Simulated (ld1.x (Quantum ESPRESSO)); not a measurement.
Which change was made? (Bi, TM semilocal)

ld1.x (Quantum ESPRESSO) 7.5 input, shortened:

```
&input
   title='Bi', zed=83., rel=1, dft='PBE', iswitch=3,
   config='[Xe] 4f14 5d10 6s1 6p4'
 /
 &inputp
   pseudotype=1, tm=.true., lloc=1,
   nlcc=.true., new_core_ps=.true., rcore=1.70
 /
2
6S  1  0   1.00   0.00  1.90  1.90  0.0
6P  2  1   4.00   0.00  1.95  1.95  0.0
 &test
   configts(1)='6s1 6p4'
 /
```

Cutoffs, loose and tight: the cutoffs (Ry, on a coarse ladder) from which the occupation-weighted sum of valence levels, in a spherical-Bessel basis at the reference potential, stays within 10 and 1 mRy of its value at 400 Ry. They do not see the model core or the augmentation charge, which bear on the density cutoff. Test errors are all-electron minus pseudo excitation energies from the reference, over the configurations 6s2 6p3; 6s2 6p2; 6s2 6p1; 6s2 6p3.3; 6s2 6p0; 6s1 6p0; 6s0 6p5; variants that change the core or the reference have their own tests.

The base gives: outcome: generated; cutoff, loose: 30 Ry; cutoff, tight: 55 Ry; bound ghosts: none; largest test error (meV): -609.

(1) After one change the result is: outcome: generated; cutoff, loose: 21 Ry; cutoff, tight: 30 Ry; bound ghosts: none; largest test error (meV): -578. Which change was it?
A. core correction none
B. reference 6s2 6p2.5
C. all radii but the core radius scaled by about 1.14 (s 2.16, p 2.22 bohr)

## Answers

(1) C. The others give: reference 6s2 6p2.5 → outcome: generated; cutoff, loose: 30 Ry; cutoff, tight: 55 Ry; bound ghosts: none; largest test error (meV): -808 | core correction none → outcome: generated; cutoff, loose: 30 Ry; cutoff, tight: 55 Ry; bound ghosts: none; largest test error (meV): +188.
